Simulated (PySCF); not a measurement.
Can point charges reproduce the dipole moment of `CCCc1ccoc1`?

Coordinates (GFN2-xTB, Å) and charges (e) from the PBE0/pcSseg-1 density (PySCF):

| atom | x | y | z | Mulliken | IAO | Hirshfeld | ESP-fitted |
| --- | --- | --- | --- | --- | --- | --- | --- |
| C1 | 2.037 | 0.405 | 0.736 | -0.2776 | -0.4193 | -0.1220 | -0.3732 |
| C2 | 1.581 | -0.690 | -0.218 | -0.2652 | -0.2431 | -0.0649 | +0.4043 |
| C3 | 0.468 | -0.208 | -1.159 | -0.0778 | -0.2595 | -0.0659 | -0.4107 |
| C4 | -0.798 | 0.076 | -0.423 | -0.3151 | -0.0530 | -0.0260 | +0.1552 |
| C5 | -1.774 | -0.874 | -0.012 | -0.1475 | -0.2351 | -0.0938 | -0.3490 |
| C6 | -2.738 | -0.171 | 0.640 | +0.1808 | +0.0026 | +0.0018 | -0.0527 |
| O7 | -2.434 | 1.137 | 0.666 | -0.3580 | -0.2296 | -0.0675 | -0.1380 |
| C8 | -1.260 | 1.279 | 0.023 | +0.1940 | -0.0194 | -0.0008 | -0.1312 |
| H9 | 1.209 | 0.739 | 1.357 | +0.1290 | +0.1415 | +0.0305 | +0.1010 |
| H10 | 2.416 | 1.261 | 0.181 | +0.1010 | +0.1317 | +0.0358 | +0.0839 |
| H11 | 2.830 | 0.040 | 1.385 | +0.1158 | +0.1412 | +0.0403 | +0.0671 |
| H12 | 2.429 | -1.023 | -0.820 | +0.1153 | +0.1312 | +0.0372 | -0.0639 |
| H13 | 1.220 | -1.546 | 0.355 | +0.1196 | +0.1318 | +0.0345 | -0.0566 |
| H14 | 0.276 | -0.982 | -1.907 | +0.1247 | +0.1433 | +0.0423 | +0.1110 |
| H15 | 0.799 | 0.695 | -1.675 | +0.1149 | +0.1372 | +0.0410 | +0.1140 |
| H16 | -1.754 | -1.930 | -0.187 | +0.0593 | +0.1618 | +0.0551 | +0.2020 |
| H17 | -3.654 | -0.473 | 1.107 | +0.1027 | +0.1701 | +0.0614 | +0.1697 |
| H18 | -0.861 | 2.271 | -0.060 | +0.0842 | +0.1666 | +0.0601 | +0.1670 |

**Question.** Form Σ q r in debye for every column and set it beside the full dipole.

**Answer.** The full density gives (0.61, -0.61, -0.29) D, 0.91 D in size; dipole vectors point from the negative to the positive end.

```
    scheme    μx     μy     μz  size (D)  share of the full size (%)  angle to the full dipole (°)
  Mulliken  1.69  -0.43  -0.34      1.78                         196                            31
       IAO  0.69  -0.74  -0.41      1.10                         121                             4
 Hirshfeld  0.03  -0.11  -0.20      0.23                          25                            45
ESP-fitted  0.58  -0.62  -0.30      0.90                          99                             2
```

**Question.** Which set comes closest?

**Answer.** Length of the difference vector: ESP-fitted 0.03 D, IAO 0.20 D, Hirshfeld 0.77 D, Mulliken 1.10 D. Closest: ESP-fitted. 

**Question.** What is left for the Hirshfeld atoms' own dipoles?

**Answer.** The shares of the density sum to the whole, so what Σ q r misses lies in dipoles about the nuclei. The atomic dipoles sum to (0.61, -0.61, -0.29) − (0.03, -0.11, -0.20) = (0.58, -0.50, -0.09) D, 0.77 D in size.

**Question.** With the origin at the mean of the coordinates, (0.000, 0.000, -0.001) Å, which are the largest single terms, by size, of the Hirshfeld dipole along the direction of the full one?

**Answer.** O7 +0.84, H17 -0.73, H18 -0.60, C1 -0.50, C2 -0.50 D; all 18 atoms together +0.16 D. The single terms depend on the origin, their sum doesn't.

**Question.** Give the size of the full dipole in other units.

**Answer.** 0.91 D = 0.358 au = 0.189 e·Å = 3.03 × 10⁻³⁰ C·m.

Isolated species at its GFN2-xTB geometry (one conformer only).

Shape of the structure used: `[CH3:1][CH2:2][CH2:3][c:4]1[cH:5][cH:6][o:7][cH:8]1`: C1–C2–C3–C4 -67°, C2–C3–C4–C5 -81°.
